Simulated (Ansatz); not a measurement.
Cost and result for the atomization energy of `[OH][SnH]([Cl])[CH2]F` (9 atoms, 8 bonds).

Z-matrix (Å, degrees):
```
Sn
Cl 1 2.336
C 1 2.155 2 109.2
O 1 1.956 2 105.9 3 111.4
H 1 1.702 2 107.0 3 -129.4
F 3 1.381 1 110.2 2 -124.1
H 3 1.092 1 108.6 2 116.3
H 3 1.092 1 109.8 2 -3.9
H 4 0.960 1 114.2 2 47.9
```

Charge 0, multiplicity 1. Correlated methods include outer-core shells of Sn, which these sets cover unevenly. Sn takes the def2 core potential. The structure was optimised at the PBE0-D4/def2-TZVP level. It is one conformer, not always the lowest. Program: Ansatz. All runs use 4 threads of an Arm Neoverse V2 on a shared host. Times are those of one run each, without the atoms' runs, and a repeat can differ threefold. Electronic energies, without spin–orbit coupling; frozen cores. CCSD(T)/CBS adds CCSD(T) − MP2 in def2-TZVPP to the MP2 limit, and its time is that of the two runs behind it. T1 = 0.012. With those shells the extrapolation isn't a true limit. B3LYP takes the VWN-RPA correlation (the form of Gaussian; ORCA's B3LYP/G).

CCSD(T)/CBS is a level of theory with its own doubt, some kJ/mol a heavy atom from the limit and from the frozen cores, so smaller differences don't rank the functionals.

| level | functions | wall time | atomization (kcal/mol) | difference from CCSD(T)/CBS | per bond |
| --- | --- | --- | --- | --- | --- |
| revPBE-D4/def2-TZVPP | 241 | 1.9 s | 692.8 | -13.9 | -1.7 |
| BLYP-D4/def2-TZVPP | 241 | 2.1 s | 697.7 | -9.0 | -1.1 |
| PBE-D4/def2-TZVPP (with forces) | 241 | 2.4 s | 715.5 | 8.8 | 1.1 |
| PBE0-D4/def2-TZVPP | 241 | 3.1 s | 695.9 | -10.8 | -1.3 |
| CAM-B3LYP-D4/def2-TZVPP | 241 | 3.6 s | 700.2 | -6.5 | -0.8 |
| B3LYP-D4/def2-TZVPP (with forces) | 241 | 5 s | 694.3 | -12.4 | -1.6 |
| r2SCANh-D4/def2-TZVPP | 241 | 6 s | 694.3 | -12.4 | -1.6 |
| B2PLYP/def2-TZVPP | 241 | 6 s | 688.4 | -18.3 | -2.3 |
| CCSD(T)/def2-SVP | 106 | 8 s | 645.5 | -61.2 | -7.7 |
| B97M-V/def2-TZVPP | 241 | 9.5 s | 706.3 | -0.4 | -0.1 |
| MP2/def2-QZVPP | 443 | 18 s | 711.4 | 4.7 | 0.6 |
| CCSD(T)/def2-TZVPP | 241 | 4.2 min | 682.2 | -24.5 | -3.1 |
| CCSD(T)/CBS(def2) | – | 4.5 min | 706.7 | 0.0 | 0.0 |

From BLYP to BHLYP (50 % exact exchange), in def2-TZVPP and without D4, the atomization energy moves by −27.1 kcal/mol: exact exchange takes away binding that semilocal exchange gives to molecules. In def2-TZVPP, CCSD(T) changes the Hartree–Fock value by +202.6 kcal/mol (the triples alone add +13.7 kcal/mol) and MP2 by +217.1 kcal/mol; breaking electron pairs costs correlation energy, which Hartree–Fock lacks. Leaving LDA and LC-ωPBE aside and taking each functional with its dispersion term where it has one, the values, not all of them listed here, spread over 48.3 kcal/mol, from BHLYP-D4 to PBE-D4. LDA lies +108.0 kcal/mol from PBE without D4, its usual overbinding.

Spin–orbit coupling would lower the free Sn atoms strongly, and the atomization energy with them, by more than many differences here. For some Ge, Se and Sn compounds the MP2-based and the directly extrapolated limit differ by 10 to 25 kJ/mol.
